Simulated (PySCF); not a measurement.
H9PSi3, SMILES [SiH3]P([SiH3])[SiH3]. Heavy atoms are numbered as in [SiH3:1][P:2]([SiH3:3])[SiH3:4]. Hydrogens are named by the atom that carries them.

Geometry: PBE0-D3(BJ)/def2-SVP.

Method: PBE/pcSseg-1 in PySCF.

GIAO shieldings, no solvent; atoms alike by connectivity are averaged. δ = σ(ref) − σ: ²⁹Si against TMS (σ = 335.4 ppm); ³¹P against PH3 (σ = 576.8 ppm); ¹H against TMS (σ = 31.49 ppm), references at their B3LYP-D3(BJ)/def2-TZVP geometries, non-relativistic.

```json
[
 {"nucleus": "²⁹Si", "atoms": "Si1 (SiH3)", "count": "3", "δ (ppm)": "-67.2"},
 {"nucleus": "³¹P", "atoms": "P2", "count": "1", "δ (ppm)": "-80.4"},
 {"nucleus": "¹H", "atoms": "H on Si1", "count": "9", "δ (ppm)": "4.45"}
]
```
